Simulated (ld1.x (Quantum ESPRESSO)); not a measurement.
## molybdenum (Mo): TM pseudisation with LDA (PZ), fully relativistic reference atom.

Input for ld1.x (Quantum ESPRESSO) 7.5:

```
&input
   title='Mo', zed=42., rel=2, dft='PZ', iswitch=3,
   config='[Kr] 4d4 5s2 5p0', rel_dist='average',
   nld=5, rlderiv=3.60, eminld=-2.0, emaxld=5.0, deld=0.02
 /
 &inputp
   pseudotype=2, tm=.true., lloc=0,
   nlcc=.false.,
   file_pseudopw='Mo.UPF', file_wfcaegen='ae.wfc', file_wfcncgen='nc.wfc', file_beta='beta', file_chi='chi'
 /
3
5P  2  1   0.00   0.00  3.30  3.30  0.0
4D  3  2   4.00   0.00  0.40  0.40  0.0
5S  1  0   2.00   0.00  2.55  2.55  0.0
 &test
   configts(1)='4d4 5s2 5p0'
 /
```

Command:

```bash
ld1.x < Mo.in > Mo.out
```

Output (shortened: banner, matrices, multipoles, cross overlaps and the repeated all-electron block are left out):

```
[... start of the log left out ...]
     --------------------- Generating NC pseudopotential ---------------------

      Generating local pot.: lloc=0, matching radius rcloc =   2.5500

     Fully relativistic calculation: |psi|^2

     Wfc 5P LC norm =  0.99998240 SC norm =  0.00001749 missing  0.00000011

     Wfc 5P LC norm =  0.99998348 SC norm =  0.00001407 missing  0.00000245

     Wfc 4D LC norm =  0.99988306 SC norm =  0.00011693 missing  0.00000002

     Wfc 4D LC norm =  0.99988561 SC norm =  0.00011381 missing  0.00000058

      Wfc   5P  rcut= 3.278  Using Troullier-Martins method

      Wfc   5P  rcut= 3.278  Using Troullier-Martins method

      Wfc   4D  rcut= 0.401  Using Troullier-Martins method

      Wfc   4D  rcut= 0.401  Using Troullier-Martins method

       Warning: n=3, l=2 expected 0 nodes, found 1
       Setting wfc to zero for this iteration
       (This warning will only be printed once per wavefunction)

     ------------------- End of pseudopotential generation -------------------

     Computing logarithmic derivative in   3.60060

 %%%%%%%%%%%%%%%%%%%%%%%%%%%%%%%%%%%%%%%%%%%%%%%%%%%%%%%%%%%%%%%%%%%%%%%%%%%%%%
     Error in routine run_pseudo (1):
     Errors in PS-KS equation
 %%%%%%%%%%%%%%%%%%%%%%%%%%%%%%%%%%%%%%%%%%%%%%%%%%%%%%%%%%%%%%%%%%%%%%%%%%%%%%

     stopping ...
```

The run stopped because the pseudo-atom solver did not find the valence states with the expected number of nodes, which is the usual sign of a ghost state.

The run took about 1 s on one core of a shared server CPU.
